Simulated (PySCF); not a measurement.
C₇H₁₅, SMILES C(CCC[CH]C)C, doublet, GFN2-xTB optimised geometry.

```
22

C      0.37     3.25     0.51
C     -0.31     2.16     1.24
C      0.19     0.77     1.23
C     -0.33    -0.02     0.00
C      0.17    -1.46     0.00
C     -0.33    -2.24    -1.21
C      0.18    -3.68    -1.21
H      1.42     3.02     0.36
H      0.28     4.20     1.05
H     -0.08     3.41    -0.48
H     -1.31     2.35     1.61
H      1.28     0.77     1.20
H     -0.14     0.25     2.13
H     -1.42    -0.01     0.01
H      0.00     0.49    -0.91
H     -0.16    -1.96     0.91
H      1.27    -1.46     0.00
H     -1.42    -2.24    -1.21
H      0.00    -1.74    -2.13
H     -0.16    -4.20    -0.31
H     -0.19    -4.22    -2.08
H      1.27    -3.70    -1.22
```

Density from PySCF with unrestricted PBE0/def2-SVP at that geometry.

Minimum of the electron density along straight lines between bonded atoms, close to the bond critical point (lines longer than 1.1 times the sum of covalent radii, or with two minima, are not listed):

```tsv
bond	length / Å	ρ at the minimum / e bohr⁻³	∇²ρ there / e bohr⁻⁵	position (fraction from the first atom)
C1–C2	1.478	0.263	-0.62	0.50
C2–C3	1.477	0.265	-0.63	0.50
C3–C4	1.547	0.232	-0.51	0.50
C4–C5	1.525	0.245	-0.56	0.50
C5–C6	1.527	0.244	-0.56	0.50
C6–C7	1.524	0.244	-0.56	0.50
C1–H8	1.089	0.275	-1.00	0.62
C1–H9	1.091	0.273	-0.98	0.62
C1–H10	1.098	0.267	-0.94	0.62
C2–H11	1.077	0.281	-1.04	0.62
C3–H12	1.094	0.274	-0.98	0.62
C3–H13	1.094	0.274	-0.98	0.62
C4–H14	1.092	0.276	-1.00	0.62
C4–H15	1.092	0.276	-1.00	0.62
C5–H16	1.093	0.275	-0.99	0.62
C5–H17	1.093	0.275	-0.99	0.62
C6–H18	1.092	0.275	-0.99	0.62
C6–H19	1.093	0.275	-0.99	0.62
C7–H20	1.088	0.276	-1.00	0.62
C7–H21	1.088	0.276	-1.00	0.62
C7–H22	1.088	0.276	-1.00	0.62
```
